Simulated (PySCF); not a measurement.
# Distorted geometries of [Pb(SH)3]+

[Pb(SH)3]+ (singlet). PySCF 2.14.0, RKS B3LYP, Pb def2-SVP with ECP60, S def2-SVP, H def2-SVP; non-relativistic Hamiltonian with scalar-relativistic core potentials where named; density fitting; no spin-orbit coupling. Relaxed geometry:

```xyz
7

Pb    0.0000    0.0000    0.4778
S     2.4236    0.5301    0.4730
H     2.7880   -0.7799    0.4752
S    -1.6708    1.8338    0.4730
H    -0.7186    2.8044    0.4753
S    -0.7527   -2.3639    0.4731
H    -2.0694   -2.0245    0.4753
```

Task: Order these distorted geometries by energy above the relaxed one, lowest first.
A.
```xyz
7

Pb   -0.0496   -0.0214    0.4963
S     2.3497    0.5841    0.5240
H     3.0688   -0.6611    0.5889
S    -1.6119    1.7682    0.6119
H    -0.7772    2.8195    0.2689
S    -0.7393   -2.3740    0.3201
H    -2.2406   -2.1154    0.5127
```
B.
```xyz
7

Pb   -0.0388   -0.0540    0.5245
S     2.4188    0.5339    0.4738
H     2.7672   -0.7700    0.4646
S    -1.6331    1.8656    0.4522
H    -0.7138    2.7710    0.4673
S    -0.7329   -2.3333    0.4423
H    -2.0675   -2.0132    0.4980
```
C.
```xyz
7

Pb   -0.0252   -0.0123    0.4639
S     2.3812    0.5402    0.4407
H     2.7874   -0.7631    0.5306
S    -1.6846    1.7939    0.4788
H    -0.7137    2.8331    0.4760
S    -0.7250   -2.3881    0.4911
H    -2.0200   -2.0037    0.4415
```

Result: C (0.06 eV), B (0.15 eV), A (0.55 eV).

Task: Which forces (eV/Å) act in the one that lies 0.15 eV up?

Result: 
```
Pb   0.82  1.60 -0.06
S   -0.57  0.04  0.03
H    0.14 -0.22  0.00
S   -1.53 -1.61  0.01
H    1.56  1.38  0.03
S   -0.73 -1.07  0.01
H    0.31 -0.12 -0.02
```
Forces carry noise of the integration grid, about 0.01 to 0.03 eV/Å.
